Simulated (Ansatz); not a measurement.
`C[NH][GaH2]` and `CN[SiH3]` differ in one atom or group.

Ansatz, PBE0-D4/def2-TZVP geometries, multiplicity 1. 

Scalar relativity is left out up to krypton.

| property | `C[NH][GaH2]` |
| --- | --- |
| size of the dipole moment (ωB97M-V/def2-TZVPP) / D | 0.90 |
| LUMO energy (ωB97M-V/def2-TZVPP) / eV | 0.93 |
| HOMO energy (PBE0/def2-TZVPP) / eV | -6.73 |
| HOMO–LUMO gap (PBE0/def2-TZVPP) / eV | 5.99 |
| LUMO energy (PBE/def2-TZVPP) / eV | -1.51 |
| HOMO–LUMO gap (B3LYP/def2-TZVPP) / eV | 5.53 |

What does the change do to each property? (An estimate is asked.)

Computed: 
```
                                          property  `CN[SiH3]`  shift
size of the dipole moment (ωB97M-V/def2-TZVPP) / D        1.27   0.37
             LUMO energy (ωB97M-V/def2-TZVPP) / eV        2.02   1.09
                HOMO energy (PBE0/def2-TZVPP) / eV       -6.79  -0.06
              HOMO–LUMO gap (PBE0/def2-TZVPP) / eV        7.27   1.28
                 LUMO energy (PBE/def2-TZVPP) / eV       -0.36   1.15
             HOMO–LUMO gap (B3LYP/def2-TZVPP) / eV        6.79   1.26
```

With PBE0 the HOMO falls by 0.06 eV and the LUMO rises by 1.22 eV, so the gap widens by about 1.28 eV. PBE moves the HOMO by 0.08 eV and ωB97M-V by -0.09 eV. The zero-point energy changes by 29.9 kJ/mol with +3 modes. Dipoles are sizes alone; their direction can turn.

B3LYP here is the variant with VWN-RPA as its local correlation; programs differ in this.
